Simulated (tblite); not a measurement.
C$_{5}$H$_{9}$O, charge +1, singlet, geometry from GFN2-xTB; GFN1-xTB (tblite 0.6.0).

Here is a job for tblite.
```
$ tblite run mol.xyz --method gfn1 --charge 1 --spin 0 --guess eeq --json tblite.json --no-restart

# file mol.xyz
15

O      1.98331428    -0.63990152    -0.02728142
C      0.78245456    -0.23407416    -0.00464625
C      0.31689025     1.12909171     0.26854165
C     -1.16730756     1.11833699    -0.12427967
C     -1.58915877    -0.33179118     0.12646995
C     -0.34204424    -1.13686668    -0.25687164
H      2.68935033     0.01943392     0.12315407
H      0.41019061     1.29208358     1.35221572
H      0.91336981     1.90936287    -0.20995171
H     -1.75480918     1.82761363     0.45161533
H     -1.27179405     1.36978737    -1.17969754
H     -1.82052009    -0.48585570     1.18041121
H     -2.46133190    -0.61574005    -0.45514328
H     -0.34313553    -1.35910584    -1.33335732
H     -0.23283981    -2.10654762     0.23372077
```

### Question
Write the output that tblite gives for this input, abridged.

### Answer

```
xTB calculator
 | screened Coulomb repulsion
 | Coulomb electrostatics
 |  * isotropic Klopman-Ohno-Mataga-Nishimoto electrostatics
 |  * onsite third-order electrostatics
 | DFT-D3(BJ) dispersion correction

halogen bonding energy    0.0000000000000E+00 Eh
repulsion energy          2.4675209645334E-01 Eh
dispersion energy        -5.3284973005415E-03 Eh
number of electrons       3.4000000000000E+01 e
integral cutoff           1.9731147476801E+01 bohr

------------------------------------------------------------
  cycle        total energy    energy error   density error
------------------------------------------------------------
      1     -19.55190782487  -1.9793331E+01   5.6674088E-01
      2     -19.64859505652  -9.6687232E-02   3.3619955E-01
      3     -19.64790111302   6.9394350E-04   8.6966034E-02
      4     -19.65207927338  -4.1781604E-03   8.8778186E-03
      5     -19.65223684641  -1.5757303E-04   2.3667893E-03
      6     -19.65224449948  -7.6530749E-06   1.1096221E-03
      7     -19.65224963912  -5.1396374E-06   2.7982510E-04
      8     -19.65224992923  -2.9011277E-07   1.5226769E-05
------------------------------------------------------------

electronic energy        -1.9893673528386E+01 Eh
total energy             -1.9652249929234E+01 Eh

Post processing:
 | Mayer-Wiberg bond orders

[Info] JSON dump of results written to 'tblite.json'
```
